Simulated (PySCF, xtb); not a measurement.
ZrOCl2, SMILES [Cl][Zr]([Cl])=[O], multiplicity 1.

xtb with GFN2-xTB at its own geometry gives an orbital gap of 2.96 eV and a dipole moment of 7.13 D.

Coordinates come from a B3LYP-D3(BJ)/def2-SVP optimisation. The spin state was assumed, not searched. The def2 effective core potentials stand for the cores of Zr; spin–orbit coupling is left out.

Task: What does PySCF with ωB97X/def2-TZVPD give? (The exact figures need the calculation; the answer reports its results.)

Result: gap 9.99 eV (levels -11.49 and -1.49 eV), dipole 3.19 D.
